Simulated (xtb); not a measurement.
Sn(Cl)(NMe2) (C2H6ClNSn), SMILES C[N](C)[Sn][Cl] (connectivity only; charge and spin as stated), neutral, multiplicity 1. All values are semi-empirical tight-binding results from xtb (GFN2-xTB unless named), good for trends rather than for accurate numbers. Geometry optimised at GFN2-xTB. The structure was generated by enumeration; whether it is a known compound was not checked. Other conformers were not sampled.

For metal compounds this method's bond lengths and energies can be far off.

Task: Estimate the properties. (The exact figures need the calculation; the answer reports its results.)

Result: 
```yaml
point_group_as_xtb_finds_it: Cs
orbital_gap: 2.68 eV
zero_point_energy: 50.3 kcal/mol
G − E(el) at 298.15 K (modified RRHO): 29.1 kcal/mol
```
